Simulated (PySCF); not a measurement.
## Calculated data, CH$_{5}$BNO

Computed with PySCF 2.14.0. Calculation on a computer-drawn molecule: optimised geometry and harmonic frequencies of an isolated molecule of the commonest isotopes, restricted reference for singlets and unrestricted otherwise, frozen core in MP2.

Entry: CH$_{5}$BNO

Start structure:
```xyz
9
CH5BNO
C     -1.9093     0.1171    -0.4457
O     -0.5008     0.5019    -0.3175
B      0.6774     0.7806    -0.2593
N      1.9175     1.1125    -0.2533
H     -2.4598     0.9364     0.0032
H     -2.1406    -0.0201    -1.4523
H     -2.0431    -0.8182     0.1929
H      2.6696     0.6789    -0.7319
H      2.2832     1.8564     0.3168
```

| Property | Result |
| --- | --- |
| charge | 1 |
| multiplicity | 1 |
| method | HF |
| basis | cc-pVDZ |
| rotational constants | 60.82, 3.695, 3.637 GHz |
| total energy | -194.6110 hartree |
| convergence status largest gradient component | 2.343e-05 hartree/bohr |

Drawn bonds:
```csv
atom,other atom,order
1,2,1
2,3,1
3,4,1
1,5,1
1,6,1
1,7,1
4,8,1
4,9,1
```

Optimised structure:
```xyz
9
CH5BNO
C     -1.8505     0.1299    -0.4093
O     -0.6218     0.8848    -0.7086
B      0.5841     0.9435    -0.4357
N      1.8892     1.0469    -0.1738
H     -2.5465     0.8547    -0.0069
H     -2.1869    -0.2668    -1.3585
H     -1.6092    -0.6507     0.3025
H      2.5882     0.5706    -0.7174
H      2.2476     1.6327     0.5606
```

Modes:
```csv
frequency (cm⁻¹),reduced mass (dalton)
63.63,1.279
132.8,3.813
230.7,1.197
408.5,2.739
514.4,1.557
530.9,3.388
746.3,6.26
995.4,1.58
1166,4.312
1260,1.219
1264,1.338
1564,1.126
1574,1.049
1588,1.051
1667,1.144
2090,10.05
3262,1.025
3397,1.115
3407,1.115
3743,1.051
3846,1.1
```
